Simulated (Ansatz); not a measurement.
Calculation: frozen-core CCSD(T)/def2-TZVPP // TPSS-D3(BJ)/def2-SVP run with Ansatz (an electronic-structure program).

Ansatz 0.2 input:
```yaml
crystal:
  periodic: [false, false, false]
  atoms:
    - { symbol: Zr, position_ang: [0.02192, -0.211305, -0.308091] }
    - { symbol: Cl, position_ang: [-1.385025, 1.2219, 1.027765] }
    - { symbol: N, position_ang: [-0.035216, 0.270347, -2.291571] }
    - { symbol: H, position_ang: [-0.902123, 0.483265, -2.799721] }
    - { symbol: H, position_ang: [0.750403, 0.457704, -2.921642] }
    - { symbol: N, position_ang: [-0.53481, -2.169746, -0.162675] }
    - { symbol: H, position_ang: [-0.728449, -2.834062, -0.91786] }
    - { symbol: H, position_ang: [-0.78273, -2.622457, 0.725356] }
    - { symbol: N, position_ang: [1.978757, -0.107292, 0.263861] }
    - { symbol: H, position_ang: [2.461459, 0.776256, 0.467461] }
    - { symbol: H, position_ang: [2.613956, -0.873796, 0.504824] }
basis:
  gaussian: { orbitals: def2-TZVPP }
correlation:
  method: ccsd_t
```

Output:

```
Functional definition: HF
1659 factors; integrals over basis functions are off by at most 1.1e-3 eV
mean field evaluation 1: about -18309.3805 eV, gradient 6.6e1 eV
mean field evaluation 2: about -18309.4971 eV, gradient 6.6e1 eV
mean field evaluation 4: about -18317.8754 eV, gradient 4.2e0 eV
mean field evaluation 8: about -18317.9638 eV, gradient 3.2e-1 eV
mean field evaluation 16: about -18317.9643 eV, gradient 2.0e-6 eV
mean field -18317.96428887 eV, -673.1727712538 hartree, gradient 2.0e-6 eV, S^2 0.000000; 0 other end points of the search recorded, 0 dependent functions left out
8 core orbitals not correlated
reference -18317.96428887 eV, -673.1727712538 hartree; 20, 20 occupied and 247, 247 virtual orbitals, 1659 factors
second order -32.55297794 eV of doubles, -0.00000000 eV of singles
cycle   1  -32.42311899 eV  change    1.3e-1 eV  update   1.5e-1
cycle   2  -33.13865444 eV  change   -7.2e-1 eV  update   5.6e-2
cycle   3  -33.38155838 eV  change   -2.4e-1 eV  update   3.0e-2
cycle   4  -33.36793170 eV  change    1.4e-2 eV  update   9.8e-3
cycle   5  -33.36123538 eV  change    6.7e-3 eV  update   4.4e-3
cycle   6  -33.36346004 eV  change   -2.2e-3 eV  update   1.4e-3
cycle   7  -33.36312919 eV  change    3.3e-4 eV  update   6.6e-4
cycle   8  -33.36304527 eV  change    8.4e-5 eV  update   1.8e-4
cycle   9  -33.36314317 eV  change   -9.8e-5 eV  update   8.2e-5
cycle  10  -33.36313496 eV  change    8.2e-6 eV  update   2.5e-5
perturbative correction -1.47776429 eV, -0.0543068361 hartree
Total energy: -18352.80518812 eV, -674.4531506854 hartree
```

Cost: about 17 core-minutes (a rough figure).
